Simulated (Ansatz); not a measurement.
Species: C2H7BN, charge 0, multiplicity 2. It need not be the lowest isomer of its formula. 
Structure (B3LYP-D3(BJ)/def2-TZVP (Ansatz, a first-principles code) minimum search):
```xyz
11

B      0.0407     0.0291     0.0031
C      1.5629    -0.1936     0.0177
C     -0.9731    -1.1792    -0.1110
N     -0.4454     1.3482     0.0944
H      2.0140    -1.1779    -0.0485
H      2.2841     0.6157     0.0950
H     -2.0233    -0.8768    -0.1097
H     -0.7950    -1.7507    -1.0274
H     -0.8314    -1.8846     0.7139
H     -1.4261     1.5738     0.0913
H      0.1528     2.1545     0.1689
```
Charge 0, spin multiplicity 2.

Property: atomisation energy (electronic, to ground-state atoms), in kcal/mol. Correlated levels leave the core frozen unless marked. UHF or UKS for open shells. No spin-orbit coupling. Non-relativistic. The coupled-cluster limit lacks core correlation, which all-electron functionals hold. CBS(X,Y): correlation extrapolated as X^-3; Hartree-Fock from the larger set. [CCSD(T)-MP2]/basis is that difference in the basis named.

```
level                                                     program  atomisation energy (kcal/mol)
-------------------------------------------------  --------------  -----------------------------
PBE/def2-TZVPD                                             Ansatz                         1025.5
B3LYP-D3(BJ)/def2-TZVPD                            Ansatz + dftd3                     (withheld)
BHLYP-D3(BJ)/def2-TZVPD                            Ansatz + dftd3                     (withheld)
B2GP-PLYP-D3(BJ)/def2-TZVPD                        Ansatz + dftd3                     (withheld)
RPA@PBE/cc-pVQZ                                            Ansatz                          956.3
RI-MP2/CBS(cc-pVTZ,cc-pVQZ)+[CCSD(T)-MP2]/cc-pVTZ          Ansatz                         1005.2
```

Problem. Fill in the missing entries.

Solution. 
- B3LYP-D3(BJ)/def2-TZVPD, atomisation energy (kcal/mol): 1015.4
- BHLYP-D3(BJ)/def2-TZVPD, atomisation energy (kcal/mol): 992.1
- B2GP-PLYP-D3(BJ)/def2-TZVPD, atomisation energy (kcal/mol): 997.9
